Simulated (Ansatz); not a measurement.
Cost and result for the atomization energy of Cl₂FH₃OSSi₂, SMILES `O[SiH2]S[Si](F)(Cl)Cl` (10 atoms, 9 bonds).

Z-matrix (Å, degrees):
```
Si
S 1 2.165
O 1 1.632 2 112.7
H 1 1.482 2 107.4 3 123.8
H 1 1.475 2 104.6 3 -116.1
Si 2 2.089 1 97.2 3 -76.0
H 3 0.960 1 117.3 2 63.4
F 6 1.595 2 109.4 1 40.2
Cl 6 2.026 2 114.1 1 -78.0
Cl 6 2.021 2 109.9 1 158.8
```

Total charge 0; spin multiplicity 1. All single points use the PBE0-D4/def2-TZVP geometry. It is one conformer, not always the lowest. Program: Ansatz. All runs use 2 threads of an AMD EPYC 7R13 on a shared host and a share of an NVIDIA H100 80 GB. Times are those of one run each, without the atoms' runs, and a repeat can differ threefold. Electronic energies, without spin–orbit coupling; frozen cores. CCSD(T)/CBS adds CCSD(T) − MP2 in def2-TZVPP to the MP2 limit, and its time is that of the two runs behind it. T1 = 0.011. B3LYP takes the VWN-RPA correlation (the form of Gaussian; ORCA's B3LYP/G).

CCSD(T)/CBS is a level of theory with its own doubt, some kJ/mol a heavy atom from the limit and from the frozen cores, so smaller differences don't rank the functionals.

```csv
level,functions,atomization (kJ/mol),difference from CCSD(T)/CBS,per bond
PBE-D4/def2-TZVPP (with forces),314,3661.9,19.4,2.1
B3LYP-D4/def2-TZVPP (with forces),314,3575.3,-67.2,-7.5
PBE0-D4/def2-TZVPP,314,3598.0,-44.5,-4.9
MP2/def2-QZVPP,554,3721.4,78.9,8.8
r2SCAN-D4/def2-TZVPP (with forces),314,3649.3,6.8,0.7
ωB97M-V/def2-TZVPP (with forces),314,3649.8,7.3,0.8
ωB97X-V/def2-TZVPP,314,3649.3,6.8,0.8
B2PLYP/def2-TZVPP,314,3547.6,-94.9,-10.5
CCSD(T)/def2-TZVPP,314,3506.1,-136.4,-15.2
CCSD(T)/CBS(def2),–,3642.5,0.0,0.0
```

(1) Order the runs by time, with rough figures. (An estimate is asked.)

Answers

(1) The calculation gave: PBE-D4/def2-TZVPP (with forces) 3.1 s; r2SCAN-D4/def2-TZVPP (with forces) 3.5 s; PBE0-D4/def2-TZVPP 3.5 s; MP2/def2-QZVPP 3.8 s; B3LYP-D4/def2-TZVPP (with forces) 3.8 s; ωB97X-V/def2-TZVPP 4.9 s; B2PLYP/def2-TZVPP 6 s; CCSD(T)/def2-TZVPP 8 s; ωB97M-V/def2-TZVPP (with forces) 8 s; CCSD(T)/CBS(def2) 12 s.

The D4 term adds +67.7 kJ/mol with B3LYP and +35.7 kJ/mol with PBE0; it sums over pairs of atoms, weighted by their polarisabilities, and B3LYP, whose exchange is more repulsive, gets the larger term. From PBE to PBE0 (25 % exact exchange), in def2-TZVPP and without D4, the atomization energy moves by −58.2 kJ/mol: exact exchange takes away binding that semilocal exchange gives to molecules. In def2-TZVPP, CCSD(T) changes the Hartree–Fock value by +884.2 kJ/mol (the triples alone add +69.7 kJ/mol) and MP2 by +1017.8 kJ/mol; breaking electron pairs costs correlation energy, which Hartree–Fock lacks.
